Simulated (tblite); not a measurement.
Record of a relaxation.

C₂H₁₀SeSi₃.
SMILES with atom numbers: `[SiH3:1][C:2]1([SiH3:3])[CH2:4][Se:5][SiH2:6]1` (hydrogens: H7, H8, H9 on Si1; H10, H11, H12 on Si3; H13, H14 on C4; H15, H16 on Si6)

Computed with GFN2-xTB (tblite), gas phase: L-BFGS steps from a force-field or distance-geometry start until the largest atomic force falls under 0.01 eV/Å. 9 of its 112 geometries are shown.

Step 0: E = -482.4598 eV, largest atomic force 1.116 eV/Å
```
atom  x, y, z in Å  |  force x, y, z in eV/Å
Si1    -1.252    1.337   -0.065   -0.800   0.711   0.316
C2      0.002   -0.037   -0.079    0.622   0.261   0.412
Si3     1.716    0.545    0.472    0.295   0.260  -0.112
C4      0.155   -0.734   -1.423    0.687   0.022  -0.246
Se5    -0.530   -2.525   -0.993   -0.210  -0.657  -0.419
Si6    -0.676   -1.440    0.983   -0.256  -0.206   0.234
H7     -0.662    2.665    0.065    0.022   0.046  -0.136
H8     -2.081    1.177   -1.248   -0.118   0.127  -0.209
H9     -2.141    1.160    1.110    0.145   0.177  -0.171
H10     1.733    0.948    1.879   -0.025  -0.017  -0.080
H11     2.657   -0.548    0.213    0.060   0.001   0.140
H12     2.070    1.650   -0.435    0.061  -0.043   0.159
H13    -0.398   -0.248   -2.242    0.220  -0.366   0.132
H14     1.235   -0.851   -1.709   -0.915   0.101  -0.088
H15     0.231   -1.897    2.034   -0.109  -0.108   0.035
H16    -2.066   -1.192    1.425    0.321  -0.310   0.033
```

Step 14: E = -482.6619 eV, largest atomic force 0.118 eV/Å
```
atom  x, y, z in Å  |  force x, y, z in eV/Å
Si1    -1.286    1.395   -0.077   -0.031   0.054   0.021
C2      0.013   -0.012   -0.053   -0.011  -0.083   0.006
Si3     1.752    0.582    0.472   -0.065  -0.003   0.008
C4      0.131   -0.747   -1.405    0.025  -0.024  -0.023
Se5    -0.561   -2.582   -1.026    0.041   0.098   0.052
Si6    -0.642   -1.487    0.981   -0.057  -0.073   0.039
H7     -0.667    2.720   -0.047    0.080   0.017  -0.041
H8     -2.111    1.289   -1.279   -0.009  -0.034  -0.038
H9     -2.156    1.290    1.101    0.044   0.004  -0.009
H10     1.741    0.984    1.873   -0.058   0.047   0.080
H11     2.711   -0.510    0.302    0.031  -0.063  -0.005
H12     2.167    1.694   -0.383   -0.008   0.025  -0.031
H13    -0.452   -0.317   -2.222    0.003   0.002   0.058
H14     1.162   -0.862   -1.753   -0.078   0.031  -0.010
H15     0.213   -2.033    2.037    0.027   0.004  -0.092
H16    -2.023   -1.395    1.467    0.069  -0.002  -0.014
```

Step 28: E = -482.6869 eV, largest atomic force 0.083 eV/Å
```
atom  x, y, z in Å  |  force x, y, z in eV/Å
Si1    -1.257    1.419   -0.096    0.008   0.004  -0.017
C2     -0.007   -0.030   -0.036   -0.026   0.027   0.001
Si3     1.717    0.580    0.514   -0.004  -0.018   0.014
C4      0.099   -0.741   -1.398    0.023   0.059  -0.027
Se5    -0.535   -2.591   -1.040    0.011  -0.006   0.002
Si6    -0.630   -1.526    0.977    0.012  -0.035  -0.014
H7     -0.561    2.703   -0.184    0.010   0.023  -0.003
H8     -2.103    1.280   -1.281   -0.053  -0.025  -0.005
H9     -2.089    1.396    1.105   -0.009   0.021   0.061
H10     1.634    1.036    1.902   -0.005  -0.010  -0.012
H11     2.685   -0.512    0.390    0.002  -0.003   0.029
H12     2.142    1.675   -0.362    0.005  -0.010  -0.002
H13    -0.531   -0.313   -2.178   -0.015   0.012  -0.047
H14     1.116   -0.796   -1.785    0.051  -0.047  -0.046
H15     0.296   -2.105    1.944    0.035  -0.005   0.051
H16    -1.984   -1.466    1.518   -0.047   0.015   0.015
```

Step 42: E = -482.6996 eV, largest atomic force 0.143 eV/Å
```
atom  x, y, z in Å  |  force x, y, z in eV/Å
Si1    -1.258    1.427   -0.104   -0.034   0.032   0.024
C2     -0.014   -0.025   -0.064   -0.015  -0.037   0.029
Si3     1.694    0.559    0.548    0.039   0.032  -0.024
C4      0.102   -0.719   -1.433   -0.004  -0.086  -0.003
Se5    -0.496   -2.593   -1.065    0.012   0.071  -0.124
Si6    -0.609   -1.536    0.945   -0.032   0.007   0.088
H7     -0.549    2.693   -0.311   -0.020  -0.010  -0.068
H8     -2.230    1.225   -1.183    0.036  -0.013   0.029
H9     -1.973    1.509    1.171    0.024  -0.031   0.031
H10     1.540    1.050    1.918    0.015   0.003  -0.014
H11     2.663   -0.540    0.517   -0.026  -0.003   0.005
H12     2.168    1.614   -0.349    0.035   0.026   0.003
H13    -0.537   -0.296   -2.210   -0.001  -0.039   0.020
H14     1.117   -0.775   -1.829    0.023   0.035   0.013
H15     0.327   -2.093    1.921    0.022   0.001   0.005
H16    -1.951   -1.492    1.515   -0.073   0.012  -0.013
```

Step 56: E = -482.7285 eV, largest atomic force 0.122 eV/Å
```
atom  x, y, z in Å  |  force x, y, z in eV/Å
Si1    -1.268    1.418   -0.078    0.116   0.011  -0.035
C2     -0.011   -0.013   -0.084    0.039  -0.037   0.092
Si3     1.684    0.550    0.589    0.056   0.000   0.069
C4      0.129   -0.674   -1.465    0.008  -0.041   0.019
Se5    -0.431   -2.563   -1.145   -0.034   0.045  -0.019
Si6    -0.637   -1.540    0.886    0.008  -0.012   0.012
H7     -0.682    2.606   -0.702    0.004   0.018   0.017
H8     -2.451    1.047   -0.847   -0.107  -0.052  -0.015
H9     -1.611    1.660    1.323   -0.035   0.066  -0.003
H10     1.460    1.139    1.914    0.028  -0.031  -0.051
H11     2.580   -0.608    0.707   -0.028   0.062  -0.022
H12     2.308    1.528   -0.307   -0.052  -0.013  -0.020
H13    -0.511   -0.244   -2.237   -0.014  -0.025   0.004
H14     1.149   -0.701   -1.847    0.045   0.050  -0.032
H15     0.290   -2.065    1.888   -0.033  -0.043   0.009
H16    -2.007   -1.531    1.394    0.000   0.003  -0.026
```

Step 69: E = -482.7452 eV, largest atomic force 0.064 eV/Å
```
atom  x, y, z in Å  |  force x, y, z in eV/Å
Si1    -1.257    1.413   -0.076   -0.010  -0.063   0.002
C2      0.001   -0.021   -0.051    0.007  -0.017   0.043
Si3     1.697    0.556    0.609   -0.009   0.015  -0.006
C4      0.145   -0.654   -1.448   -0.007   0.039   0.035
Se5    -0.418   -2.546   -1.176    0.045   0.041  -0.007
Si6    -0.650   -1.564    0.875   -0.008  -0.015   0.003
H7     -0.712    2.542   -0.834   -0.013  -0.007  -0.012
H8     -2.492    0.948   -0.717    0.016   0.037   0.009
H9     -1.532    1.801    1.308   -0.001   0.016  -0.006
H10     1.507    1.168    1.925   -0.007  -0.010  -0.009
H11     2.600   -0.591    0.733    0.019   0.001  -0.024
H12     2.274    1.520   -0.333   -0.011  -0.018   0.016
H13    -0.511   -0.214   -2.202    0.010  -0.007  -0.013
H14     1.163   -0.640   -1.841   -0.020  -0.047  -0.005
H15     0.217   -2.161    1.891   -0.013   0.022  -0.026
H16    -2.041   -1.546    1.326    0.003   0.013   0.001
```

Step 83: E = -482.7475 eV, largest atomic force 0.021 eV/Å
```
atom  x, y, z in Å  |  force x, y, z in eV/Å
Si1    -1.260    1.406   -0.069   -0.002  -0.018   0.008
C2      0.002   -0.025   -0.039    0.001   0.010   0.004
Si3     1.699    0.553    0.614    0.009   0.005   0.003
C4      0.154   -0.646   -1.440   -0.004   0.005   0.003
Se5    -0.402   -2.541   -1.185    0.008   0.014  -0.001
Si6    -0.662   -1.571    0.868    0.003  -0.001  -0.004
H7     -0.740    2.504   -0.886    0.012   0.016  -0.006
H8     -2.514    0.937   -0.664   -0.007   0.000   0.004
H9     -1.498    1.842    1.308    0.005   0.004  -0.014
H10     1.518    1.163    1.930   -0.006  -0.014   0.011
H11     2.615   -0.587    0.715   -0.005  -0.003  -0.006
H12     2.267    1.520   -0.329   -0.008   0.009  -0.001
H13    -0.496   -0.202   -2.196    0.000  -0.010  -0.008
H14     1.174   -0.635   -1.828   -0.004  -0.016  -0.004
H15     0.192   -2.171    1.891    0.007   0.000   0.004
H16    -2.057   -1.540    1.301   -0.008  -0.002   0.005
```

Step 97: E = -482.7495 eV, largest atomic force 0.040 eV/Å
```
atom  x, y, z in Å  |  force x, y, z in eV/Å
Si1    -1.255    1.414   -0.082   -0.020  -0.010   0.012
C2     -0.005   -0.025   -0.039    0.029   0.014  -0.023
Si3     1.690    0.554    0.619    0.012   0.009   0.004
C4      0.157   -0.653   -1.437   -0.009  -0.028  -0.008
Se5    -0.399   -2.548   -1.177    0.003   0.026   0.022
Si6    -0.663   -1.570    0.873    0.009  -0.026  -0.028
H7     -0.737    2.485   -0.933    0.010   0.014  -0.010
H8     -2.529    0.951   -0.638   -0.001  -0.010  -0.004
H9     -1.462    1.890    1.287    0.005  -0.003  -0.007
H10     1.515    1.083    1.972    0.001  -0.012  -0.012
H11     2.623   -0.577    0.643   -0.002   0.012   0.000
H12     2.223    1.583   -0.279   -0.007  -0.013   0.018
H13    -0.486   -0.217   -2.204    0.002   0.011   0.012
H14     1.181   -0.649   -1.816   -0.014   0.007   0.003
H15     0.199   -2.162    1.893   -0.001   0.001   0.009
H16    -2.059   -1.551    1.305   -0.016   0.007   0.012
```

Step 111: E = -482.7503 eV, largest atomic force 0.008 eV/Å
```
atom  x, y, z in Å  |  force x, y, z in eV/Å
Si1    -1.254    1.412   -0.090    0.005   0.003  -0.001
C2      0.000   -0.025   -0.042   -0.002  -0.004   0.001
Si3     1.693    0.553    0.620    0.004  -0.001  -0.001
C4      0.155   -0.658   -1.438   -0.001   0.003   0.000
Se5    -0.405   -2.548   -1.167    0.001  -0.004  -0.002
Si6    -0.665   -1.564    0.878    0.000   0.002   0.004
H7     -0.732    2.484   -0.941   -0.003  -0.001   0.000
H8     -2.522    0.941   -0.654   -0.001   0.001   0.003
H9     -1.464    1.890    1.277   -0.004   0.000  -0.003
H10     1.518    1.031    1.992    0.001   0.000  -0.003
H11     2.642   -0.563    0.600   -0.005   0.002   0.000
H12     2.208    1.619   -0.244   -0.001  -0.002   0.006
H13    -0.491   -0.220   -2.201   -0.003  -0.001   0.000
H14     1.176   -0.654   -1.822    0.001  -0.001   0.000
H15     0.193   -2.152    1.904    0.002  -0.001  -0.001
H16    -2.059   -1.536    1.316    0.004   0.005  -0.004
```

Question: Summarise the path.

Answer: The energy falls by 28.03 kJ/mol from step 0 to step 111; nine tenths of that is first reached at step 54. It falls at every step. The largest force goes from 1.116 to 0.008 eV/Å. Among the bonds Si1–C2 changes most, from 1.860 to 1.907 Å; the atoms move by 0.456 Å rms after alignment.

What follows is the cost of the whole relaxation. Hardware: one thread of an Arm Neoverse V2, no GPU, shared host with 96 logical CPUs at a one-minute load of 74. Cost: 0.85 s of wall time.
